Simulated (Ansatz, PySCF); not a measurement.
Input for Ansatz (a program for electronic structure):
Ansatz 0.2 input:
```yaml
crystal:
  periodic: [false, false, false]
  atoms:
    - {symbol: O, position_ang: [0.35340302, 1.40601937, -0.68702545]}
    - {symbol: P, position_ang: [-0.14892471, 0.22206164, -0.05069727]}
    - {symbol: O, position_ang: [-0.43612894, 0.14285940, 1.46560672]}
    - {symbol: O, position_ang: [-1.14891758, -0.74359101, -0.70983484]}
    - {symbol: O, position_ang: [1.29229882, -0.97642049, -0.05329354]}
    - {symbol: H, position_ang: [-0.39084752, 0.98346028, 1.92529065]}
    - {symbol: H, position_ang: [-1.32370569, -0.58065029, -1.63908503]}
    - {symbol: H, position_ang: [2.17992160, -0.58838213, -0.15370842]}
    - {symbol: H, position_ang: [1.28325968, -1.77629082, 0.50433873]}
basis:
  gaussian:
    orbitals: STO-3G
hamiltonian:
  xc: revpbe
total_charge: 1
accuracy: high
```

### Question
Give the equivalent PySCF input.

### Answer
One answer among several that fit: 
```python
from pyscf import gto, scf, dft

mol = gto.Mole()
mol.atom = '''
    O     0.35340302    1.40601937   -0.68702545
    P    -0.14892471    0.22206164   -0.05069727
    O    -0.43612894    0.14285940    1.46560672
    O    -1.14891758   -0.74359101   -0.70983484
    O     1.29229882   -0.97642049   -0.05329354
    H    -0.39084752    0.98346028    1.92529065
    H    -1.32370569   -0.58065029   -1.63908503
    H     2.17992160   -0.58838213   -0.15370842
    H     1.28325968   -1.77629082    0.50433873
'''
mol.basis = 'sto-3g'
mol.charge = 1
mol.verbose = 4
mol.build()

mf = dft.RKS(mol)
mf.xc = 'revpbe'
mf.grids.atom_grid = (99, 590)
mf.grids.prune = None
mf.kernel()
```

Both were run: Ansatz gave -636.112033 Eh and PySCF -636.112033 Eh, 0.000 mEh apart.
